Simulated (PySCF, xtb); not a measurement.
Al(AsH2)(Me)2 (C2H8AlAs), SMILES [CH3][Al]([CH3])[AsH2].

xtb 6.7.1 with GFN2-xTB at its own geometry gives an orbital gap of 3.70 eV and a dipole moment of 0.86 D.

Geometry: PBE-D3(BJ)/def2-SVP. The structure was generated by enumeration; whether it is a known compound was not checked.

What does PBE/def2-TZVP in PySCF give? (The exact figures need the calculation; the answer reports its results.)

gap 4.08 eV (levels -5.72 and -1.64 eV), dipole 1.23 D.
